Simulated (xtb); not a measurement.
CH8Ge2, SMILES [CH3][GeH2][GeH3]. All values are semi-empirical tight-binding results from xtb (GFN2-xTB unless named), good for trends rather than for accurate numbers. The structure is a stationary point at GFN2-xTB. The structure was generated by enumeration, and PubChem lists no compound with its InChIKey, so it may never have been made.

Optimised geometry:

```xyz
11

C     -2.1457     1.0257    -0.0494
Ge    -0.8798    -0.4841    -0.0355
Ge     1.3945     0.2152     0.0470
H     -3.1736     0.6759    -0.0920
H     -1.9670     1.6645    -0.9114
H     -2.0276     1.6298     0.8474
H     -1.2073    -1.3876     1.1286
H     -1.1324    -1.3467    -1.2483
H      1.7636     1.1693    -1.0507
H      1.7535     0.9395     1.3105
H      2.3951    -0.8941    -0.0560
```
Charge 0, spin multiplicity 1.

The geometry has at least one imaginary mode, so it is a saddle point at that level.

For metal compounds this method's bond lengths and energies can be far off.

```yaml
orbital_gap: 6.36 eV
```

Computed atomic charges and the Wiberg bond orders between heavy atoms:
charges (e) C1 -0.14, Ge2 0.11, Ge3 0.08, H4 0.04, H5 0.05, H6 0.05, H7 -0.04, H8 -0.04, H9 -0.03, H10 -0.03, H11 -0.03. Bond orders C1–Ge2 0.93, Ge2–Ge3 0.69.
